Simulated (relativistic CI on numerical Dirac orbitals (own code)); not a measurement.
Slater and spin-orbit integrals, Pm¹²⁺

Computed by Dirac-Coulomb-Breit CI, orbitals from a KLI potential per configuration, QED by a radiative potential, unscaled Slater integrals (own radial code, finite nucleus).

Slater integrals F^k, G^k are unscaled and averaged over j, outside the closed core [Kr]; ζ comes from projecting the Hamiltonian with its Breit term on Σ l·s of the shell.

- 4d¹⁰4f5s²: ζ(4f) = 1394.5 cm⁻¹; <r>(4f) = 0.7293, <r^2>(4f) = 0.6282 (bohr units).
- 4d¹⁰4f³: F^2(4f,4f) = 132110, F^4(4f,4f) = 84397, F^6(4f,4f) = 61170, ζ(4f) = 1233.4 cm⁻¹; <r>(4f) = 0.756, <r^2>(4f) = 0.6763 (bohr units).
- 4d¹⁰4f²5s: F^2(4f,4f) = 134670, F^4(4f,4f) = 86115, F^6(4f,4f) = 62440, ζ(4f) = 1312.8, G^3(4f,5s) = 30759 cm⁻¹; <r>(4f) = 0.7437, <r^2>(4f) = 0.6543, <r>(5s) = 1.215, <r^2>(5s) = 1.643 (bohr units).

Averages of the first 10 configurations, taken without configuration mixing, which lowers the lowest level and can move excited configurations by several eV; other configurations of the list can lie among them:

| Configuration | Parity | States | Average energy above the lowest level (eV) |
| --- | --- | --- | --- |
| 4d¹⁰4f5s² | odd | 14 | 1.5 |
| 4d¹⁰4f³ | odd | 364 | 26.7 |
| 4d¹⁰4f²5s | even | 182 | 11.7 |
| 4d¹⁰5s²5p | odd | 6 | 19.5 |
| 4d¹⁰4f5s5p | even | 168 | 26.4 |
| 4d¹⁰4f²5p | odd | 546 | 38.4 |
| 4d¹⁰5s5p² | even | 30 | 46.3 |
| 4d¹⁰4f5s5d | odd | 280 | 66.7 |
| 4d¹⁰5s²5d | even | 10 | 61.7 |
| 4d¹⁰4f²5d | even | 910 | 76.8 |
